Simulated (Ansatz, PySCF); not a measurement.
System: SO$_{3}$, charge 0, singlet. SO3 (sulfur trioxide, SMILES O=S(=O)=O).
B3LYP-D3(BJ)/def2-TZVP minimum from Ansatz (an electronic-structure program):
```xyz
4

O     -0.7068    -1.2388    -0.0328
S      0.0000     0.0000     0.0000
O     -0.7195     1.2319     0.0059
O      1.4264     0.0069     0.0269
```
Charge 0, spin multiplicity 1.

Total energies in hartree (Ansatz). Open shells are spin-unrestricted; no spin-orbit coupling. Correlated methods leave the cores frozen. No relativity.

| species | HF/cc-pV(T+d)Z | CCSD(T)/cc-pV(T+d)Z | HF/cc-pV(Q+d)Z | CCSD(T)/cc-pV(Q+d)Z | CCSD(T)/cc-pV(D+d)Z | CCSDT(Q)/cc-pV(D+d)Z |
|---|---|---|---|---|---|---|
| 1: SO3 (sulfur trioxide, SMILES O=S(=O)=O) | -622.16561 | -623.08748 | -622.18952 | -623.18182 | -622.76077 | -622.76470 |
| 2: O (triplet) | -74.81176 | -74.97396 | -74.81729 | -74.99357 | -74.90995 | -74.91013 |
| 3: S (triplet) | -397.50938 | -397.65444 | -397.51264 | -397.66785 | -397.60412 | -397.60456 |

Question: Work out the enthalpy of formation at 298 K (by atomisation, with rigid-rotor harmonic-oscillator terms from PySCF's Hessian at B3LYP-D3(BJ)/def2-TZVP and the atoms' measured values of the G2/97 table; no spin-orbit terms) in kJ/mol: take Hartree-Fock from cc-pV(Q+d)Z, extrapolate the CCSD(T) correlation energy as X^-3 (X = 3, 4), and add CCSDT(Q) - CCSD(T) in cc-pV(D+d)Z. The further terms named in the bracket sum to +0.39681 hartree. 1 hartree = 2625.5 kJ/mol.

Answer: 
Species 1: correlation (64·(-0.99230) - 27·(-0.92187))/37 = -1.04369; step -0.00393; E1 = -622.18952 + (-1.04369) + (-0.00393) = -623.23714
Species 2: correlation (64·(-0.17628) - 27·(-0.16220))/37 = -0.18655; step -0.00018; E2 = -74.81729 + (-0.18655) + (-0.00018) = -75.00402
Species 3: correlation (64·(-0.15521) - 27·(-0.14506))/37 = -0.16262; step -0.00044; E3 = -397.51264 + (-0.16262) + (-0.00044) = -397.67570
+1·E1 -3·E2 -1·E3 +0.39681 = -0.15257 hartree = -400.6 kJ/mol. Measured: -94.6 kcal/mol, -395.7 kJ/mol (CRC Handbook, as tabulated in the package chemicals); atomic spin-orbit terms, which the calculations lack, would raise the computed values. The composite differs from it by -4.9 kJ/mol; core, relativistic and spin-orbit terms are not in it.
